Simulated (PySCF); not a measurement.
# Trend along the fourth-period p block: MF cations

PBE0 with triple-zeta basis sets in PySCF, for the lowest determinant that a PBE0 search found; no spin–orbit coupling. De refers to high-spin ground-configuration atoms (the charge goes to the atom of lower measured ionisation energy or higher electron affinity, which is not always the lowest computed limit). A positive dipole points towards F; it is taken about the centre of mass and depends on that origin.

```csv
M,basis,charged atom,state (unpaired electrons),Re (Å),ωe (cm⁻¹),De (eV),μ (D)
Ga,cc-pVTZ-PP/cc-pVTZ,Ga+,doublet (σ ↑),1.707,702,1.46,-3.59
Ge,cc-pVTZ-PP/cc-pVTZ,Ge+,singlet (closed shell),1.676,807,5.66,-2.82
As,cc-pVTZ-PP/cc-pVTZ,As+,doublet (π ↑),1.660,838,4.67,-2.28
```

The shortest bond is that of AsF⁺ (1.660 Å), the longest that of GaF⁺ (1.707 Å). GeF⁺ is bound most strongly (5.66 eV) and GaF⁺ least (1.46 eV).

The state changes along the series, so neighbouring rows are not always alike in their bonding.

Spin–orbit coupling is left out. For an ion De counts to the pair picked by the measured ionisation energies or electron affinities, which need not be the lowest pair at this level. States were picked by a PBE0 search and need not be the measured ground states.
